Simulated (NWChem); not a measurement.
toluene (C7H8); SMILES Cc1ccccc1

Results from NWChem. Coordinates come from a PBE0/def2-SVP optimisation. Total energies compare along this basis series because the functional is fixed.

```json
[
 {"level": "Hartree-Fock/pcseg-1", "basis functions": "138", "energy (Ha)": "-269.6642", "highest occupied level (eV)": "-8.89", "orbital gap (eV)": "12.29", "dipole (D)": "0.40"},
 {"level": "Hartree-Fock/pcseg-2", "basis functions": "322", "energy (Ha)": "-269.8170", "highest occupied level (eV)": "-8.82", "orbital gap (eV)": "(withheld)", "dipole (D)": "0.39"},
 {"level": "Hartree-Fock/STO-3G", "basis functions": "43", "energy (Ha)": "-266.4737", "highest occupied level (eV)": "-7.26", "orbital gap (eV)": "14.56", "dipole (D)": "0.26"},
 {"level": "Hartree-Fock/def2-SVP", "basis functions": "138", "energy (Ha)": "-269.5447", "highest occupied level (eV)": "-8.83", "orbital gap (eV)": "12.48", "dipole (D)": "0.36"}
]
```

Question: Fill in the missing entries.

Answer: 
- Hartree-Fock/pcseg-2, orbital gap (eV): 11.48
